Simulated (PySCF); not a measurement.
In(Br)(OH)2 (BrH₂InO₂), SMILES [OH][In]([OH])[Br]. Atoms are numbered in the order given.

```xyz
6

In    -0.0021    -0.6714     0.0000
Br    -0.0178     1.8141     0.0000
O     -1.7353    -1.6575     0.0000
H     -1.5780    -2.6139     0.0000
O      1.7131    -1.7016     0.0000
H      2.4806    -1.1109     0.0000
```

Geometry optimised at B3LYP-D3(BJ)/def2-SVP. The def2 effective core potentials stand for the cores of In; spin–orbit coupling is left out. Other conformers were not sampled.

Computed with B3LYP-D3(BJ)/def2-SVP run with PySCF.

Frequencies are harmonic and unscaled.

```json
[
 {"mode": "1", "ν (cm⁻¹)": "90", "IR (km/mol)": "6.6", "moving atoms (share of kinetic energy)": "O 56 %, In 20 %, Br 17 %"},
 {"mode": "2", "ν (cm⁻¹)": "119", "IR (km/mol)": "16.9", "moving atoms (share of kinetic energy)": "O 56 %, In 35 %"},
 {"mode": "3", "ν (cm⁻¹)": "120", "IR (km/mol)": "22.2", "moving atoms (share of kinetic energy)": "O 79 %, H 11 %"},
 {"mode": "4", "ν (cm⁻¹)": "251", "IR (km/mol)": "21.8", "moving atoms (share of kinetic energy)": "Br 61 %, In 35 %"},
 {"mode": "5", "ν (cm⁻¹)": "266", "IR (km/mol)": "194.5", "moving atoms (share of kinetic energy)": "H 93 %"},
 {"mode": "6", "ν (cm⁻¹)": "282", "IR (km/mol)": "0.2", "moving atoms (share of kinetic energy)": "H 91 %, O 9 %"},
 {"mode": "7", "ν (cm⁻¹)": "589", "IR (km/mol)": "45.5", "moving atoms (share of kinetic energy)": "O 91 %"},
 {"mode": "8", "ν (cm⁻¹)": "619", "IR (km/mol)": "73.8", "moving atoms (share of kinetic energy)": "O 82 %, In 17 %"},
 {"mode": "9", "ν (cm⁻¹)": "825", "IR (km/mol)": "58.4", "moving atoms (share of kinetic energy)": "H 94 %"},
 {"mode": "10", "ν (cm⁻¹)": "853", "IR (km/mol)": "94.9", "moving atoms (share of kinetic energy)": "H 93 %"},
 {"mode": "11", "ν (cm⁻¹)": "3804", "IR (km/mol)": "70.8", "moving atoms (share of kinetic energy)": "H 94 %"},
 {"mode": "12", "ν (cm⁻¹)": "3815", "IR (km/mol)": "57.7", "moving atoms (share of kinetic energy)": "H 94 %"}
]
```
